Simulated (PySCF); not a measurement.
Constitutional and geometric isomers with formula C3H2O2. Isolated molecules, 0 K electronic values unless said otherwise. One relaxed conformer stands for each flexible species; it need not be the lowest. Strings in code marks are SMILES.

The HOMO–LUMO gap from two functionals at the same geometries (B3LYP-D3(BJ)/def2-TZVP), both in PySCF: PBE-D3(BJ)/def2-TZVP and B3LYP-D3(BJ)/def2-TZVP. B3LYP has the VWN-RPA correlation part, as in Gaussian. 

```csv
species,B3LYP-D3(BJ)/def2-TZVP (eV)
`C#COC=O`,6.36
`O=c1cc1O` (C–C–O–H torsion 0°),6.25
`O1[C@@H]2[C@H]1C2=O`,6.09
```

**Question.** What does PBE-D3(BJ)/def2-TZVP give for each?

**Answer.** 
- `C#COC=O`: 4.53
- `O=c1cc1O` (C–C–O–H torsion 0°): 4.20
- `O1[C@@H]2[C@H]1C2=O`: 4.16
Over these rows, drawn at random from the members with no instability flagged (it was tested for open shells, ions and some series alone), PBE minus B3LYP-D3(BJ): mean -1.94 eV, from -2.04 eV to -1.83 eV.
